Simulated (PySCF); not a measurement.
## Predicted spectroscopic data

Computational details: shieldings: GIAO PBE0/pcSseg-1, structure optimised with GFN2-xTB, J: B3LYP/pcJ-1 (spin–dipole term left out of most H,H and C,H couplings), in PySCF (averaged over atoms made equivalent by symmetry, fast rotation or ring inversion, relativity neglected, isolated molecule, one computed conformer).

Shifts are taken against calculated references (same method and geometry level): TMS for ¹H (σ = 31.72 ppm), ¹³C (σ = 186.93 ppm). Multiplet labels drop J under 1 Hz and among equivalent protons, and merge close values. Unscaled 3J(H,H) run several per cent high. Where no couplings were computed, multiplicities follow the n + 1 count of equivalent neighbours, and m marks all less simple cases (inequivalent or close neighbours, rings, F or P nearby). One-bond C–F couplings are unscaled and too large by tens of Hz. Shifts are as computed. Against solution values, carbons near 30 ppm lie about +3 ppm off and those near 130 ppm about +5 ppm. Of 1211 compounds with measured shifts, 218 miss one by over three times the rms of a fit or turn the order of signals round; such compounds aren't used in these exercises.

**1.** SMILES [SiH3]c1occ(C(OC)=O)c1, C$_{6}$H$_{8}$O$_{3}$Si. ¹H NMR (500 MHz, computed): δ 8.53 (m, 1H), 7.39 (m, 1H), 4.45 (s, 3H), 4.06 (s, 3H). ¹³C{¹H} NMR (computed): δ 169.7 (C), 161.4 (CH), 154.1 (C), 131.5 (CH), 126.9 (C), 53.6 (CH3).

**2.** `C1=C(C(F)(F)F)N=NC=N1`, C$_{4}$H$_{2}$F$_{3}$N$_{3}$. ¹H NMR (500 MHz, computed): δ 10.32 (s, 1H), 9.19 (s, 1H). ¹³C{¹H} NMR (computed): δ 164.4 (CH), 159.7 (C, q, J = 37.3 Hz), 153.8 (CH, q, J = 1.6 Hz), 131.3 (C, q, J = 342.3 Hz).
